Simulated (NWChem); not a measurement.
Total energies of Cd

```xyz
1

Cd     0.0000     0.0000     0.0000
```
Charge 0, spin multiplicity 1.

All runs are NWChem calculations.

Basis set: def2-QZVP (72 functions).

```
method                        total energy (Ha)
----------------------------  -----------------
RHF                                  -166.88491
MP2                                  -167.35543
B2PLYP                               -167.63583
PBE                                  -167.79091
B3LYP                                -167.84880
LC-wPBE (omega 0.3 per bohr)         -167.79618
CCSD(T)                              -167.33685
```

Total energies of different functionals aren't comparable as a measure of quality: only differences taken within one method are. 

Effective core potentials replace the inner electrons of Cd; spin-orbit coupling is left out. The correlated methods keep 4 core orbitals frozen. B3LYP has NWChem's definition, with VWN1-RPA local correlation. Coupled-cluster values serve here as a point of comparison, not as the truth.
